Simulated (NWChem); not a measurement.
# GeSiH₆O; SMILES [OH][GeH2][SiH3]

```xyz
9

O      1.0903    -1.5392    -0.0586
Ge    -0.3802    -0.5182    -0.0012
Si     0.2199     1.7983    -0.0105
H      1.6806    -1.3748     0.6841
H     -1.1521    -0.9229    -1.2661
H     -1.2161    -0.8695     1.2528
H      1.0956     2.0979     1.1652
H     -1.0059     2.6511     0.0775
H      0.9641     2.1371    -1.2608
```
Atoms are numbered in this order, from 1.

Computed with NWChem. Pople sets run with spherical d functions. The geometry was optimised at PBE0/def2-SVP. Level M06-2X/6-31G*: energy and gradient on several grids; changes count from the extra-fine grid, which is no exact limit either.

```
grid     size of the energy change (μHa)  largest change of a gradient component (μHa/bohr)
-------  -------------------------------  -------------------------------------------------
xcoarse                            20000                                               4000
coarse                               100                                                600
medium                              < 10                                                300
fine                                < 10                                                 90
xfine                               < 10                                               < 30
```
